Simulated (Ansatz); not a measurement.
MMe2 with several metals: PBE0-D4/def2-TZVP single points in Ansatz on relaxed structures, gas phase. HOMO and LUMO are taken over both spins. Binding counts from free atoms in the multiplicity of their measured ground term, without zero-point energy. Singlets are spin-restricted. The structures are stationary points that may keep the symmetry of their start. Remarks come from the PBE and PBE0 runs and from stability tests at other levels; not every state was tested. HOMO above LUMO (over both spins in singlets and doublets, within one spin in higher multiplets; at PBE or PBE0), or a gap under 0.15 eV within one spin, warns that the state may not be the lowest or that an electron is smeared out.

(1) Estimate the order by gap (eV), lowest first.
A. CuMe2 (C2H6Cu) (doublet)
B. FeMe2 (C2H6Fe) (quintet)
C. NiMe2 (C2H6Ni) (triplet)
D. CoMe2 (C2H6Co) (quartet)
E. CrMe2 (C2H6Cr) (quintet)
F. MnMe2 (C2H6Mn) (sextet)

(1) A (2.19), C (3.66), D (3.90), B (4.07), E (4.49), F (4.56).

In full:

| species | atoms | state | geometry | HOMO (eV) | LUMO (eV) | gap (eV) | binding per atom (eV) | lowest of the spins relaxed | point group (within 0.1 Å) | remarks |
| --- | --- | --- | --- | --- | --- | --- | --- | --- | --- | --- |
| CoMe2 (C2H6Co) | 9 | quartet | PBE0-D4/def2-TZVP | -6.38 | -2.48 | 3.90 | 3.47 | quartet, of doublet/quartet | C2v | doublet lower at PBE |
| CrMe2 (C2H6Cr) | 9 | quintet | PBE-D4/def2-TZVP | -5.94 | -1.45 | 4.49 | 3.40 | – | C2v | restricted SCF unstable (singlet), spin-contaminated (⟨S²⟩ up to 3.02) (triplet) |
| FeMe2 (C2H6Fe) | 9 | quintet | PBE0-D4/def2-TZVP | -6.67 | -2.60 | 4.07 | 3.50 | – | – | HOMO above LUMO (singlet), restricted singlet, untested (singlet), spin-contaminated (⟨S²⟩ up to 3.01) (triplet) |
| CuMe2 (C2H6Cu) | 9 | doublet | r2SCAN-D4/def2-TZVP | -6.62 | -4.43 | 2.19 | 3.33 | – | – | HOMO above LUMO, gap within one spin near zero |
| MnMe2 (C2H6Mn) | 9 | sextet | r2SCAN-D4/def2-TZVP | -6.45 | -1.89 | 4.56 | 3.46 | – | – | spin-contaminated (⟨S²⟩ up to 1.96) (doublet), spin-contaminated (⟨S²⟩ up to 4.73) (quartet) |
| NiMe2 (C2H6Ni) | 9 | triplet | r2SCAN-D4/def2-TZVP | -6.34 | -2.68 | 3.66 | 3.44 | triplet, of singlet/triplet | C2v | singlet lower at PBE |

The gap (eV) runs from 2.19 (CuMe2) to 4.56 (MnMe2).
